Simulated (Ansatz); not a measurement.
One change: `C[SiH](C)[AlH][NH2]` becomes `C[SiH](C)[SnH3]`.

Ansatz, PBE0-D4/def2-TZVP geometries, multiplicity 1. Each molecule was computed in one conformer, which needn't be the lowest.

Elements past krypton have def2 core potentials.

```csv
property,`C[SiH](C)[AlH][NH2]`
HOMO–LUMO gap (PBE0/def2-TZVPP) / eV,5.97
HOMO–LUMO gap (ωB97M-V/def2-TZVPP) / eV,9.59
LUMO energy (ωB97M-V/def2-TZVPP) / eV,0.67
HOMO energy (PBE0/def2-TZVPP) / eV,-6.91
HOMO–LUMO gap (B3LYP/def2-TZVPP) / eV,5.62
HOMO energy (ωB97M-V/def2-TZVPP) / eV,-8.92
```

Task: Give the same properties after the change, and the shifts. (Best estimate.)

Result: Computed: 
```tsv
property	`C[SiH](C)[SnH3]`	shift
HOMO–LUMO gap (PBE0/def2-TZVPP) / eV	7.64	1.67
HOMO–LUMO gap (ωB97M-V/def2-TZVPP) / eV	11.09	1.50
LUMO energy (ωB97M-V/def2-TZVPP) / eV	1.68	1.01
HOMO energy (PBE0/def2-TZVPP) / eV	-7.41	-0.50
HOMO–LUMO gap (B3LYP/def2-TZVPP) / eV	7.25	1.63
HOMO energy (ωB97M-V/def2-TZVPP) / eV	-9.41	-0.49
```

With PBE0 the HOMO falls by 0.50 eV and the LUMO rises by 1.17 eV, so the gap widens by about 1.67 eV. PBE moves the HOMO by -0.55 eV and ωB97M-V by -0.49 eV.

B3LYP here is the variant with VWN-RPA as its local correlation; programs differ in this.
